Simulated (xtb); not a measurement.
CH₃AlF₂ (SMILES [CH3][Al]([F])[F]), singlet, at a GFN2-xTB geometry (such geometries of metal compounds can be far from the true shape); GFN0-xTB run with xtb 6.7.1.

xtb was given this input:
```
$ xtb mol.xyz --gfn 0 --json

# file mol.xyz
7

Al     0.05180306     0.04011766     0.00222470
C     -1.50805595    -1.16573156    -0.06233932
H     -1.30669362    -2.03874718    -0.68318980
H     -2.37664668    -0.64890162    -0.46820696
H     -1.76055472    -1.53755322     0.93063349
F      0.01100760     1.60162551    -0.52911869
F      1.52441362    -0.41295198     0.59199405
```

What the program printed (banner, timings and long lists left out):

```
   ID    Z sym.   atoms
    1   13 Al     1
    2    6 C      2
    3    1 H      3-5
    4    9 F      6, 7

           -------------------------------------------------
          |                Calculation Setup                |
           -------------------------------------------------

           -------------------------------------------------
          |                 G F N 0 - x T B                 |
           -------------------------------------------------

          ...................................................
          :                      SETUP                      :
          :.................................................:
          :  # basis functions                  28          :
          :  # atomic orbitals                  27          :
          :  # shells                           15          :
          :  # electrons                        24          :
          :  electronic temp.          300.0000000     K    :
          :  accuracy                    1.0000000          :
          :  -> integral cutoff          0.2500000E+02      :
          :  -> integral neglect         0.1000000E-07      :
          ...................................................

         :::::::::::::::::::::::::::::::::::::::::::::::::::::
         ::                     SUMMARY                     ::
         :::::::::::::::::::::::::::::::::::::::::::::::::::::
         :: total energy             -12.914334414338 Eh    ::
         :: gradient norm              0.025061171943 Eh/a0 ::
         :: HOMO-LUMO gap              5.019899266771 eV    ::
         ::.................................................::
         :: H0 energy                -12.912619172463 Eh    ::
         :: repulsion energy           0.098935259013 Eh    ::
         :: electrostat energy        -0.099551399981 Eh    ::
         :: -> Gsolv                   0.000000000000 Eh    ::
         ::    -> Gsasa                0.000000000000 Eh    ::
         ::    -> Gshift               0.000000000000 Eh    ::
         :: dispersion energy         -0.001099100908 Eh    ::
         :: short-range corr.         -0.000000000000 Eh    ::
         :: add. restraining           0.000000000000 Eh    ::
         :: total charge               0.000000000000 e     ::
         :::::::::::::::::::::::::::::::::::::::::::::::::::::

           -------------------------------------------------
          |                Property Printout                |
           -------------------------------------------------

    * Orbital Energies and Occupations

         #    Occupation            Energy/Eh            Energy/eV
      -------------------------------------------------------------
         1        2.0000           -0.8324002             -22.6508
         2        2.0000           -0.8290630             -22.5600
         3        2.0000           -0.6248167             -17.0021
         4        2.0000           -0.5303803             -14.4324
         5        2.0000           -0.5296591             -14.4128
         6        2.0000           -0.4590349             -12.4910
         7        2.0000           -0.4472941             -12.1715
         8        2.0000           -0.4471427             -12.1674
         9        2.0000           -0.4440532             -12.0833
        10        2.0000           -0.4421771             -12.0323
        11        2.0000           -0.4409803             -11.9997
        12        2.0000           -0.4293079             -11.6821 (HOMO)
        13                         -0.2448300              -6.6622 (LUMO)
        14                         -0.1665784              -4.5328
        15                         -0.1533625              -4.1732
        16                         -0.1412038              -3.8424
        17                         -0.1118984              -3.0449
        18                         -0.0916694              -2.4945
        19                         -0.0571012              -1.5538
        20                          0.0538423               1.4651
        21                          0.0653452               1.7781
        22                          0.2083932               5.6707
        23                          0.2336287               6.3574
       ...                                ...                  ...
        27                          1.1804096              32.1206
      -------------------------------------------------------------
                  HL-Gap            0.1844779 Eh            5.0199 eV
             Fermi-level            0.0000000 Eh            0.0000 eV

     #   Z          covCN         q      C6AA      α(0)
     1  13 Al       2.183     0.419   177.369    28.811
     2   6 C        3.612    -0.526    37.372     8.915
     3   1 H        0.925     0.189     1.158     1.682
     4   1 H        0.925     0.192     1.141     1.671
     5   1 H        0.925     0.189     1.157     1.682
     6   9 F        0.672    -0.231    11.631     3.930
     7   9 F        0.672    -0.231    11.629     3.930

 Mol. C6AA /au·bohr⁶  :        822.276757
 Mol. C8AA /au·bohr⁸  :      39191.044111
 Mol. α(0) /au        :         50.622152

Wiberg/Mayer (AO) data.
largest (>0.10) Wiberg bond orders for each atom

 ---------------------------------------------------------------------------
     #   Z sym  total        # sym  WBO       # sym  WBO       # sym  WBO
 ---------------------------------------------------------------------------
     1  13 Al   2.894 --     2 C    0.927     6 F    0.903     7 F    0.901
     2   6 C    3.763 --     4 H    0.931     5 H    0.929     3 H    0.929
                             1 Al   0.927
     3   1 H    0.984 --     2 C    0.929
     4   1 H    0.983 --     2 C    0.931
     5   1 H    0.984 --     2 C    0.929
     6   9 F    0.940 --     1 Al   0.903
     7   9 F    0.939 --     1 Al   0.901
 ---------------------------------------------------------------------------

Topologies differ in total number of bonds
Writing topology from bond orders to xtbtopo.mol

 dipole moment from electron density (au)
     X       Y       Z
  -0.8380  -0.6516  -0.0333  total (Debye):    2.699

           -------------------------------------------------
          | TOTAL ENERGY              -12.914334414338 Eh   |
          | GRADIENT NORM               0.025061171943 Eh/α |
          | HOMO-LUMO GAP               5.019899266771 eV   |
           -------------------------------------------------

normal termination of xtb
```
